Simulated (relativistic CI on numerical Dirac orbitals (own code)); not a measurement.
## Mn⁷⁺: L2,3 absorption edge

Computed with this model: Dirac-Coulomb-Breit CI, KLI orbitals optimised for each configuration, a model potential for QED, multiplet model of core-to-valence dipole absorption, unscaled Slater integrals; configurations [Ne] 3s2 3p6 → [He] 2s2 2p5 3s2 3p6 3d; 80 K; Lorentzian 0.24 eV and Gaussian 0.3 eV FWHM. Energies are those of the free ion, without screening or charge transfer. The branching ratio is the share of the lower-energy edge in the whole absorption, uncertain by about 0.02 where the edges overlap. S is read from ⟨S²⟩ = S(S + 1).

Field parameters in Wybourne normalisation: Td as Oh with Dq negative (B⁴₀ = 21Dq, B⁴₄ = √(5/14) B⁴₀). The field is a parameter set, without covalency.

free ion: ground-state S = 0.00, centroid 671.93 eV, branching ratio 0.315. Peaks (eV, height): 665.1 (45), 675.1 (100).

Td, 10Dq = -5900 cm⁻¹: ground-state S = 0.00, centroid 671.93 eV. Peaks (eV, height): 665.1 (44), 675.1 (100).

Td, 10Dq = -9200 cm⁻¹: ground-state S = 0.00, centroid 671.93 eV. Peaks (eV, height): 665.2 (45), 675.2 (100).

Td, 10Dq = -12450 cm⁻¹: ground-state S = 0.00, centroid 671.93 eV. Peaks (eV, height): 665.2 (44), 675.2 (100).

Td, 10Dq = -15750 cm⁻¹: ground-state S = 0.00, centroid 671.93 eV. Peaks (eV, height): 665.3 (43), 675.3 (100).

Td, 10Dq = -19000 cm⁻¹: ground-state S = 0.00, centroid 671.93 eV. Peaks (eV, height): 665.3 (43), 670.4 (8), 675.4 (100).

The statistical ratio of this edge is 2/3 = 0.667. Values above it arise where the holes sit mainly in the j = l + 1/2 valence subshell or the ground state has high spin; values below it where core-valence Coulomb terms move weight to the upper edge, as in nearly empty shells.

Strongest unbroadened transitions for Td, 10Dq = -5900 cm⁻¹:

```tsv
Energy (eV)	Relative strength
658.58	0.7
659.67	0.1
660.17	0.1
661.95	0.3
665.14	45.0
670.91	0.9
675.13	100.0
```
